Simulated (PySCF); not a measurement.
Si(Me)(Cl)3 cation (CH3Cl3Si), SMILES C[Si](Cl)(Cl)Cl (connectivity only; charge and spin as stated), charge +1, multiplicity 2. Atoms are numbered in the order given.

```xyz
8

C      0.0000     0.0000     2.1364
Si     0.0000     0.0000     0.0080
Cl     1.7081     0.9862    -0.3912
Cl     0.0000    -1.9723    -0.3912
Cl    -1.7081     0.9862    -0.3912
H      0.0000     1.0789     2.3401
H     -0.9343    -0.5394     2.3401
H      0.9343    -0.5394     2.3401
```
Charge +1, spin multiplicity 2.

Coordinates come from a B3LYP-D3(BJ)/def2-SVP optimisation. The spin state was assumed, not searched. The isomer is the one that the SMILES or the coordinates give; other isomers of the formula were not compared.

Two levels are set side by side: PBE/pcH-1 (PySCF) and PBE0/pcH-1 (PySCF). Contact hyperfine couplings, same geometry. Differences are taken from unrounded values.

| quantity | PBE0 | PBE | PBE minus PBE0 |
|---|---|---|---|
| A(iso) of 13C, atom C1 (MHz) | 38.9 | 39.2 | 0.3 |
| A(iso) of 29Si, atom Si2 (MHz) | 5.7 | -23.7 | -29.4 |
| A(iso) of 35Cl, atom Cl3 (MHz) | -0.6 | -0.6 | 0.0 |
| A(iso) of 35Cl, atom Cl4 (MHz) | -0.6 | -0.6 | 0.0 |
| A(iso) of 35Cl, atom Cl5 (MHz) | -0.6 | -0.6 | 0.0 |
| A(iso) of 1H, atom H6 (MHz) | -6.9 | -3.3 | 3.6 |
| A(iso) of 1H, atom H7 (MHz) | -6.9 | -3.3 | 3.6 |
| A(iso) of 1H, atom H8 (MHz) | -6.9 | -3.3 | 3.6 |

Rough cost on one machine, each run with all the roots and properties that it gave: PBE0 against PBE within a factor of 2.
